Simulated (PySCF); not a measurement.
Ti²⁺ (titanium, charge +2) across methods

[Ar] 3d2, high-spin 3F determinant. Computed with PySCF 2.14 in x2c-QZVPPall (11s7p5d3f2g, 96 functions), with scalar relativity by spin-free X2C-1e. The B2PLYP total includes its PT2 part (frozen core); its orbital energies are those of the SCF part.

```
   method  E (hartree)  mean ε 3p α (eV)  mean ε 3p β (eV)  mean ε 3d α (eV)  Σ⟨r²⟩ (bohr²)   ⟨S²⟩
      LDA     -850.858           -55.436           -53.703           -20.814          16.64  2.000
     PBE0     -852.783           -58.518           -56.151           -22.764          16.50  2.001
CAM-B3LYP     -853.017           -59.900           -57.628           -24.334          16.55  2.001
   r2SCAN     -852.941           -56.380           -54.284           -21.195          16.49  2.001
      PBE     -852.741           -55.375           -53.606           -20.860          16.63  2.000
   B2PLYP     -852.745           -61.627           -58.530           -24.713          16.46  2.001
  r2SCAN0     -852.934           -59.193           -56.598           -23.046          16.41  2.001
  LC-wPBE     -852.819           -60.961           -58.945           -25.649          16.50  2.001
      UHF   -852.08182           -66.932           -62.465           -27.895          16.36  2.003
```
